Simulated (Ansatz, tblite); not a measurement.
Cost and result up the ladder for 1-ethyl-3-methylimidazolium dicyanamide (C8H11N5) (24 atoms). Charge 0, multiplicity 1. Geometry: PBE-D4/def2-SVP.

Cartesian coordinates in Å:
```
C -1.495 1.187 2.232
C -0.586 -0.019 2.458
N -0.136 -0.618 1.193
C -0.896 -1.428 0.362
C -0.176 -1.617 -0.792
N 1.014 -0.923 -0.639
C 2.061 -0.798 -1.651
C 1.006 -0.306 0.557
H -1.764 1.635 3.209
H -2.431 0.891 1.719
H -0.972 1.939 1.605
H 0.326 0.268 3.018
H -1.085 -0.821 3.038
H -1.889 -1.783 0.650
H -0.431 -2.104 -1.739
H 1.573 -0.847 -2.645
H 2.809 -1.609 -1.537
H 2.547 0.189 -1.536
H 1.769 0.384 0.923
N 0.474 2.305 -0.202
C -0.028 2.036 -1.252
N -0.597 1.800 -2.398
C -0.560 0.642 -3.002
N -0.534 -0.404 -3.571
```

Ansatz on 4 threads of Arm Neoverse V1 on a shared host; xTB runs through tblite on one thread. Times are rough, summed over both states, and most runs start from the orbitals of an earlier one. PBE0-D4/def2-TZVP serves as the yardstick here, not as an exact answer. The other state is a triplet.

The xTB rows come from tblite. HOMO above LUMO, or a gap near zero within one spin, warns that the state may not be the lowest or that an electron is smeared out. In the singlet geometry the species has come apart into loosely held pieces. In the triplet geometry the species has come apart into loosely held pieces.

xTB has no spin-polarisation term.

```csv
level,functions,wall time,vertical triplet (eV),difference from PBE0-D4/def2-TZVP (eV),remarks
GFN2-xTB,63,0.034 s,3.65,-0.56,–
GFN1-xTB,74,0.048 s,3.32,-0.88,–
PBE-D4/def2-TZVP (with forces),469,36 s,3.92,-0.28,gap within one spin near zero (triplet)
PBE0-D4/def2-TZVP,469,83 s,4.20,0.00,–
```
